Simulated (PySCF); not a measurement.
From one molecule to another.

First species: C5H7F6P.
SMILES with atom numbers: `[CH3:1][P:2]([CH2:3][CH2:4][C:5]([F:6])([F:7])[F:8])[C:9]([F:10])([F:11])[F:12]` (hydrogens: H13, H14, H15 on C1; H16, H17 on C3; H18, H19 on C4)

Cartesian coordinates in Å at the GFN2-xTB level; atoms count from 1:
```
atom  x, y, z in Å
C1    -2.111    1.493    0.612
P2    -1.215    0.617   -0.738
C3     0.444    0.450    0.095
C4     1.393   -0.465   -0.679
C5     2.806   -0.333   -0.144
F6     2.888   -0.625    1.163
F7     3.666   -1.143   -0.775
F8     3.285    0.915   -0.281
C9    -1.862   -1.104   -0.280
F10   -3.186   -1.168   -0.465
F11   -1.309   -2.059   -1.042
F12   -1.632   -1.456    0.997
H13   -3.178    1.486    0.390
H14   -1.933    1.028    1.581
H15   -1.772    2.527    0.634
H16    0.860    1.462    0.125
H17    0.325    0.097    1.124
H18    1.416   -0.200   -1.739
H19    1.105   -1.514   -0.588
```

Second species: C5H11ClSi2.
Z-matrix (Å and degrees, GFN2-xTB geometry), rows numbered from 1:
```
C 
C   1  1.4881
C   2  1.3425  1  126.56
Si  3  1.8955  2  106.09  1   179.85
Si  2  1.9119  1  129.27  3  -179.04
C   5  1.9163  2  112.24  1   -61.54
C   6  1.5098  5  111.18  2   177.90
Cl  7  1.7848  6  110.26  5    53.93
H   1  1.0900  2  109.97  3   120.47
H   1  1.0904  2  109.94  3  -121.37
H   1  1.0896  2  111.69  3    -0.47
H   3  1.0825  2  123.49  1     0.06
H   4  1.4688  3  114.09  2  -118.55
H   4  1.4671  3  114.10  2   118.03
H   5  1.4774  2  112.68  1    56.36
H   6  1.0898  5  109.95  2   -60.51
H   6  1.0909  5  111.18  2    57.77
H   7  1.0912  6  112.87  5   172.85
H   7  1.0900  6  111.28  5   -63.54
```

Levels: PBE0/pcSseg-1 for dipole moment, HOMO energy, LUMO energy and HOMO–LUMO gap; GFN2-xTB for rotational constant A and rotational constant C. Geometries: GFN2-xTB. All species are isolated and taken at one optimised geometry, non-relativistic unless stated. Electronic properties by PySCF.

Dipoles, sizes and rotational constants follow the conformer. The torsions of the flexible species, by atom-mapped SMILES:
- `[CH3:1][P:2]([CH2:3][CH2:4][C:5]([F:6])([F:7])[F:8])[C:9]([F:10])([F:11])[F:12]`: C1–P2–C3–C4 170°, P2–C3–C4–C5 168°, C3–C4–C5–F6 58°, C1–P2–C9–F10 65°
- `[CH3:1][C:2]1=[CH:3][SiH2:4][Si@H:5]1[CH2:6][CH2:7][Cl:8]`: Si4–Si5–C6–C7 -96°, Si5–C6–C7–Cl8 54°

```csv
property,column X,column Y
dipole moment,2.32 D,2.57 D
HOMO energy,-7.85 eV,-7.47 eV
LUMO energy,0.17 eV,-0.19 eV
HOMO–LUMO gap,8.02 eV,7.28 eV
rotational constant A,1.458 GHz,1.955 GHz
rotational constant C,0.358 GHz,0.559 GHz
```

(1) Which column belongs to which species?

(2) How does each property change from the first species to the second?

Results:

(1) Column X is the first species and column Y the second. The first has 19 atoms and 106 electrons, the second 19 and 86.

(2) dipole moment +0.25 D; HOMO energy +0.38 eV; LUMO energy -0.36 eV; HOMO–LUMO gap -0.74 eV; rotational constant A +0.497 GHz; rotational constant C +0.201 GHz.

On the first: A dipole of 2.32 D is allowed in C1, and pure rotational transitions are dipole-allowed. In atomic units the dipole is 0.91 e·bohr (1 au = 2.5417 D).

On the second: In atomic units the dipole is 1.01 e·bohr (1 au = 2.5417 D). A dipole of 2.57 D is allowed in C1, and pure rotational transitions are dipole-allowed.
